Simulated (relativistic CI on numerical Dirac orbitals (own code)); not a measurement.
What each ingredient does to the levels of Hg X

Base calculation: Dirac-Coulomb-Breit CI, orbitals from a KLI potential per configuration, a model potential for QED, unscaled Slater integrals.

CI space (outside the closed core [Kr] 4d10): 4f¹⁴5s²5p⁶5d³, 4f¹⁴5s²5p⁶5d²6s, 4f¹⁴5s²5p⁶5d²5f, 4f¹⁴5s²5p⁵5d⁴, 4f¹⁴5s²5p⁶5d²6p, 4f¹⁴5s²5p⁶5d²5g, 4f¹⁴5s²5p⁶5d6s6p, 4f¹⁴5s²5p⁶5d5f6s, 4f¹⁴5s²5p⁶5d²6d, 4f¹⁴5s5p⁶5d⁴, 4f¹⁴5s²5p⁵5d³5f, 4f¹⁴5s²5p⁶5d²7s, 4f¹⁴5s²5p⁶5d²7p, 4f¹⁴5s²5p⁶5d²6f, 4f¹⁴5s²5p⁵5d³6s, 4f¹⁴5s²5p⁵5d³5g, 4f¹⁴5s²5p⁶5d²7d, 4f¹⁴5s²5p⁶5d²8s, 4f¹³5s²5p⁶5d⁴, 4f¹⁴5s²5p⁶5d5g6p, 4f¹⁴5s5p⁶5d³5f, 4f¹⁴5s²5p⁶5d²8p, 4f¹⁴5s²5p⁶5d5f5g, 4f¹⁴5s²5p⁶5d6s², 4f¹⁴5s²5p⁶5f6s², 4f¹⁴5s²5p⁶6s²6p, 4f¹⁴5s²5p⁶5g6s², 4f¹⁴5s²5p⁶6s²6d, 4f¹⁴5s²5p⁶5d5f², 4f¹⁴5s²5p⁶5f²6s, 4f¹⁴5s²5p⁶5f³, 4f¹⁴5s²5p⁶5f²6p, 4f¹⁴5s²5p⁶5f²5g, 4f¹⁴5s²5p⁶5f²6d, 4f¹⁴5s²5p⁶5d6p², 4f¹⁴5s²5p⁶6s6p², 4f¹⁴5s²5p⁶5f6p², 4f¹⁴5s²5p⁶6p³, 4f¹⁴5s²5p⁶5g6p², 4f¹⁴5s²5p⁶6p²6d, 4f¹⁴5s²5p⁶5d5f6p, 4f¹⁴5s²5p⁶5f6s6p, 4f¹⁴5s²5p⁶5f5g6p, 4f¹⁴5s²5p⁶5f6p6d, 4f¹⁴5s²5p⁶5d5g², 4f¹⁴5s²5p⁶5g²6s, 4f¹⁴5s²5p⁶5f5g², 4f¹⁴5s²5p⁶5g²6p, 4f¹⁴5s²5p⁶5g³, 4f¹⁴5s²5p⁶5g²6d, 4f¹⁴5s²5p⁶5d5g6s, 4f¹⁴5s²5p⁶5f5g6s, 4f¹⁴5s²5p⁶5g6s6p, 4f¹⁴5s²5p⁶5g6s6d, 4f¹⁴5p⁶5d⁵, 4f¹⁴5p⁵5d⁶, 4f¹⁴5s5p⁶5d²6s², 4f¹⁴5s5p⁶5d5f6s², 4f¹⁴5s5p⁶5d6s²6p, 4f¹⁴5s5p⁶5d5g6s², 4f¹⁴5s5p⁶5d6s²6d. Double excitations out of closed p, d and f shells are left out; levels of such configurations are missing from the list, as are those of other unlisted configurations, and high levels can miss mixing partners. These lack a partner that the ground configuration has and come out too high: 4f¹⁴5s²5p⁵5d³5f, 4f¹⁴5s²5p⁶5d²7s, 4f¹⁴5s²5p⁶5d²7p, 4f¹⁴5s²5p⁶5d²6f, 4f¹⁴5s²5p⁵5d³6s.

Variants: (1) P86 correlation estimate; (2) QED terms removed; (3) one mean potential for all configurations. Shifts of the energy above 4f¹⁴5s²5p⁶5d³ ⁴F3/2, in cm⁻¹, for the lowest level and the first level of each name with at least 55 % of one term (blank where a level changes its place among those of its configuration and J or its character, or is not in the variant):

```tsv
Level	Base	Δ(1)	Δ(2)	Δ(3)
4f¹⁴5s²5p⁶5d³ ⁴F3/2	0	0	0	0
4f¹⁴5s²5p⁶5d³ ⁴F5/2	13720	-2	-48	-80
4f¹⁴5s²5p⁶5d³ ⁴F7/2	22646	0	-61	-101
4f¹⁴5s²5p⁶5d³ ⁴P1/2	29096	+7	-43	-68
4f¹⁴5s²5p⁶5d³ ²G7/2	41600	+4	-88	-146
4f¹⁴5s²5p⁶5d³ ⁴P5/2	43855	+5	-77	-120
4f¹⁴5s²5p⁶5d³ ²P1/2	53269	+14	-100	-170
4f¹⁴5s²5p⁶5d³ ²H11/2	56045	+8	-101	-153
4f¹⁴5s²5p⁶5d³ ²D5/2	60752	+10	-99	-163
4f¹⁴5s²5p⁶5d³ ²F5/2	65705	+17	-80	-117
4f¹⁴5s²5p⁶5d³ ²F7/2	68403	+16	-94	-139
4f¹⁴5s²5p⁶5d³ ²P3/2	74873	+13	-145	-257
4f¹⁴5s²5p⁶5d²6s ⁴F3/2	279209	+5942	-791	-955
4f¹⁴5s²5p⁶5d²6s ⁴F5/2	283376	+5945	-785	-901
4f¹⁴5s²5p⁶5d²6s ⁴F7/2	299896	+5944	-849	-894
4f¹⁴5s²5p⁶5d²6s ⁴P1/2	303892	+5948	-800	-876
4f¹⁴5s²5p⁶5d²6s ⁴F9/2	311748	+5945	-869	-875
4f¹⁴5s²5p⁶5d²6s ⁴P3/2	313895	+5947	-846	-865
4f¹⁴5s²5p⁶5d²6s ²P1/2	325209	+5947	-807	-686
4f¹⁴5s²5p⁶5d²6s ²G9/2	334674	+5949	-879	-815
4f¹⁴5s²5p⁶5d²6s ²G7/2	338374	+5950	-877	-737
4f¹⁴5s²5p⁶5d²6s ²P3/2	345003	+5948	-874	-652
```

At this charge energies of transitions that change n are usually good to better than 1 %, and those within a shell (Δn = 0) to a few per cent. Terms inside the open d or f shell come out 10 to 20 % too wide with unscaled integrals. Levels and lines within the n = 5 or 6 shells can be off by up to 10 % or somewhat more, and those that change n by about 2 %, since core polarisation is missing.

Ionisation energy from the two ground configurations alone: base 152.74 eV; P86 correlation estimate 154.252 eV. The NIST ASD value (theoretical) is 153 eV.

LS names give the leading component of a level, which can be under half, so a name can repeat, a term be missing and a line seem to break the LS rules.
